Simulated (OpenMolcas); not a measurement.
W4+ (d2) in a complex was computed by SS-CASPT2, IPEA 0.25 Eh, imaginary shift 0.1 Eh with the d shell active (OpenMolcas, ANO-RCC-VDZP on the metal). Its lowest spin-free states, and all those of the highest spin:

```
2S+1  Degeneracy  E (cm-1)
   3           1         0
   1           1      4360
   3           1      4450
   1           1      7880
   3           1     11260
   1           1     12480
   1           1     17560
   1           1     19290
   1           1     29680
   3           1     36430
   3           1     36610
   3           1     37410
   3           1     40670
   3           1     50590
   3           1     55360
   3           1     75330
```

Task: Is the site octahedral, tetrahedral or cube-like, axial, or of lower symmetry?

Result: The states with 2S+1 = 3 have orbital degeneracies 1, 1, 1, 1, 1, 1, 1, 1, 1, 1. No state of this spin is degenerate, so the site is of lower symmetry, with no axis of order three or more. The run had W4+ with 6 ligands (water, fluoride on the axis) in tetragonal octahedral coordination (D2h) at 2.02 Å, the axial distance 1.970 Å. Ligand basis ANO-RCC-VDZP.

Over all roots computed the reference weight is 0.70 to 0.71; a low but even weight reflects the number of correlated electrons. The least metal-like active orbital is 72 % on the metal (Löwdin) and no ligand orbital is active, so the numbers are rough. Ligand-to-metal charge-transfer states are missing. With no ligand orbital active B as a rule stays too high, so bands that hang on it stand too high and its fall with covalency is understated. With one d shell and no ligand orbital active, 10Dq can be off by a tenth or more. No measured value stands beside these numbers; the geometry was imposed, not optimised, and the real ion may take another.
